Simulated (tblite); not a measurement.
C4H6BO2S (doublet state).
Bonds: C1–C2, C2–S3 (double), C2–B4, B4–O5, O5–C6, C6–C7, C7–O8, B4–O8. Hydrogens: H9, H10, H11 on C1; H12 on C6; H13, H14 on C7.
Bond orders are those of one Lewis drawing.

Computed with GFN2-xTB (tblite), gas phase: L-BFGS steps from a force-field or distance-geometry start until the largest atomic force falls under 0.01 eV/Å.

Step 26: E = -659.0217 eV
```
atom  x, y, z in Å  |  force x, y, z in eV/Å
C1     -2.2957   -0.4870    0.6286    0.049  -0.011  -0.075
C2     -1.5153   -0.1334   -0.6055    0.170  -0.051   0.245
S3     -2.2429   -0.2408   -2.0756   -0.002   0.063  -0.080
B4     -0.0182    0.2011   -0.4228   -0.092   0.087  -0.005
O5      0.9024    0.4935   -1.4294   -0.026  -0.218   0.049
C6      2.1050    0.5461   -0.8877    0.053  -0.115   0.090
C7      2.0133    0.2927    0.5800   -0.059  -0.010  -0.028
O8      0.6342    0.1105    0.7932   -0.070  -0.033  -0.087
H9     -2.9237   -1.3566    0.4433   -0.061   0.060  -0.001
H10    -1.6250   -0.6851    1.4623   -0.028   0.039  -0.033
H11    -2.9429    0.3509    0.8918   -0.011  -0.045   0.005
H12     2.9758    0.3953   -1.4948   -0.008   0.184  -0.110
H13     2.3745    1.1220    1.2001    0.032   0.130   0.028
H14     2.5578   -0.6099    0.8940    0.051  -0.079   0.001
```

Step 27: E = -659.0295 eV
```
atom  x, y, z in Å  |  force x, y, z in eV/Å
C1     -2.2984   -0.4840    0.6280    0.036  -0.020  -0.056
C2     -1.5065   -0.1423   -0.6015   -0.039  -0.049   0.134
S3     -2.2476   -0.2200   -2.0713    0.076   0.064   0.004
B4     -0.0112    0.1743   -0.4184   -0.143   0.119  -0.054
O5      0.8989    0.4777   -1.4300    0.044  -0.220   0.097
C6      2.1024    0.5418   -0.8918    0.072  -0.152   0.119
C7      2.0149    0.2901    0.5781    0.043   0.003   0.054
O8      0.6398    0.0868    0.7966    0.001   0.000  -0.133
H9     -2.9303   -1.3504    0.4363   -0.048   0.075   0.033
H10    -1.6327   -0.6839    1.4652   -0.048   0.026  -0.025
H11    -2.9445    0.3580    0.8863    0.021  -0.078  -0.016
H12     2.9736    0.4187   -1.5069   -0.041   0.178  -0.051
H13     2.3673    1.1303    1.1933   -0.012   0.115  -0.012
H14     2.5736   -0.5979    0.9139    0.037  -0.062  -0.093
```

Step 28: E = -659.0361 eV
```
atom  x, y, z in Å  |  force x, y, z in eV/Å
C1     -2.2994   -0.4820    0.6266    0.000  -0.025   0.000
C2     -1.5003   -0.1485   -0.5969   -0.193  -0.023   0.005
S3     -2.2474   -0.2051   -2.0673    0.111   0.057   0.037
B4     -0.0089    0.1583   -0.4155   -0.093   0.103  -0.056
O5      0.8963    0.4596   -1.4290    0.157  -0.170   0.094
C6      2.1015    0.5349   -0.8926    0.045  -0.172   0.032
C7      2.0162    0.2881    0.5783    0.082   0.008   0.086
O8      0.6430    0.0724    0.7976    0.051   0.037  -0.090
H9     -2.9347   -1.3443    0.4303   -0.050   0.051   0.051
H10    -1.6380   -0.6822    1.4663   -0.046   0.002   0.000
H11    -2.9453    0.3611    0.8833    0.031  -0.071  -0.031
H12     2.9707    0.4418   -1.5191   -0.089   0.164   0.038
H13     2.3642    1.1364    1.1881   -0.046   0.098  -0.032
H14     2.5813   -0.5910    0.9277    0.041  -0.060  -0.135
```

Step 29: E = -659.0441 eV
```
atom  x, y, z in Å  |  force x, y, z in eV/Å
C1     -2.3004   -0.4815    0.6255   -0.070  -0.026   0.071
C2     -1.4949   -0.1578   -0.5905   -0.290   0.038  -0.167
S3     -2.2463   -0.1838   -2.0627    0.132   0.037   0.068
B4     -0.0074    0.1418   -0.4131   -0.007   0.043  -0.037
O5      0.8965    0.4368   -1.4271    0.189  -0.104   0.034
C6      2.1011    0.5220   -0.8932    0.042  -0.165  -0.018
C7      2.0193    0.2848    0.5791    0.117   0.017   0.111
O8      0.6479    0.0542    0.7969    0.100   0.068  -0.003
H9     -2.9440   -1.3358    0.4260   -0.046  -0.004   0.063
H10    -1.6463   -0.6807    1.4697   -0.036  -0.030   0.028
H11    -2.9453    0.3635    0.8765    0.027  -0.031  -0.026
H12     2.9670    0.4723   -1.5304   -0.097   0.135   0.100
H13     2.3561    1.1480    1.1797   -0.070   0.025  -0.061
H14     2.5959   -0.5844    0.9413    0.008  -0.004  -0.163
```

Task: Estimate the geometry and energy of step 30. (The exact step hangs on the optimiser's Hessian estimate; all steps are aligned on step 29, rigid shifts and turns removed.)

Result: E = -659.0515 eV, largest force 0.325 eV/Å
```
atom  x, y, z in Å  |  force x, y, z in eV/Å
C1     -2.3015   -0.4825    0.6257   -0.115  -0.021   0.099
C2     -1.4937   -0.1640   -0.5860   -0.232   0.093  -0.208
S3     -2.2416   -0.1668   -2.0591    0.083   0.015   0.010
B4     -0.0077    0.1333   -0.4117    0.079  -0.039   0.002
O5      0.8992    0.4149   -1.4254    0.164  -0.039  -0.026
C6      2.1022    0.5058   -0.8928    0.038  -0.130  -0.067
C7      2.0230    0.2817    0.5810    0.087   0.025   0.067
O8      0.6522    0.0442    0.7961    0.092   0.084   0.081
H9     -2.9529   -1.3287    0.4241   -0.045  -0.071   0.067
H10    -1.6529   -0.6802    1.4735   -0.024  -0.059   0.041
H11    -2.9444    0.3634    0.8703   -0.003   0.037   0.002
H12     2.9627    0.5019   -1.5381   -0.068   0.101   0.133
H13     2.3492    1.1578    1.1711   -0.055  -0.025  -0.059
H14     2.6053   -0.5816    0.9489   -0.001   0.029  -0.141
```

The energy changes by -0.0074 eV. The first-order estimate −F·Δx gives -0.0103 eV and the mean of the old and new forces, exact on a quadratic surface, -0.0074 eV. The step makes an angle of 71° with the force vector and moves no atom by more than 0.031 Å.

What follows is the cost of the whole relaxation. Time: 0.86 s of wall time. Hardware: an Arm Neoverse V1 with one thread, shared host.
